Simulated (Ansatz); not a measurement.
Reaction (ligand exchange at the In–Br bond): `[NH2][In]([F])[Br]` + CH₃OH → `C[O][In]([NH2])[F]` + HBr

Calculated with Ansatz (gas phase, PBE0-D4/def2-TZVP geometries, no zero-point term in ΔE). CCSD(T)/CBS adds triple-zeta CCSD(T) − MP2 to the extrapolated MP2 energy (def2 sets, frozen cores). This one scheme is used for every species. def2 core potentials past Kr. For Br, In outer-core shells are correlated without core-valence functions, which leaves a few kJ/mol of doubt a bond. Scalar relativity is left out up to krypton. Each species was taken in one conformer, which may not be the lowest.

```
             species  CCSD(T)/CBS(def2) energy (Eh)
`[NH2][In]([F])[Br]`                    -2918.92828
               CH₃OH                     -115.61712
`C[O][In]([NH2])[F]`                     -460.58406
                 HBr                    -2573.91920
```

**Question.** Work out ΔE.

**Answer.** ΔE = (-460.58406) + (-2573.91920) − (-2918.92828) − (-115.61712) = 0.04214 Eh = +110.6 kJ/mol.

Largest T1 diagnostic among the species: 0.016.

Leaving LDA and LC-ωPBE aside and taking each functional with its dispersion term where it has one, the values, not all of them listed here, spread over 21.7 kJ/mol, from BLYP-D4 to BHLYP-D4. LDA lies −4.0 kJ/mol from PBE without D4. From PBE to PBE0 (25 % exact exchange), in def2-TZVPP and without D4, ΔE moves by +10.9 kJ/mol.
